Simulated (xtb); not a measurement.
Harmonic IR lines of one isomer of C2H2N2, unscaled. Calculation: xtb with GFN2-xTB.

wavenumber (cm⁻¹): 774 (w), 813 (w), 914 (w), 1053 (vw), 1167 (m), 1614 (w), 2042 (vs)

**Question.** Which structure gives these lines?
(A) `C=NC#N`
(B) `N=C=C=N`
(C) `[H]/N=c1\cn1`

**Answer.** C, `[H]/N=c1\cn1`
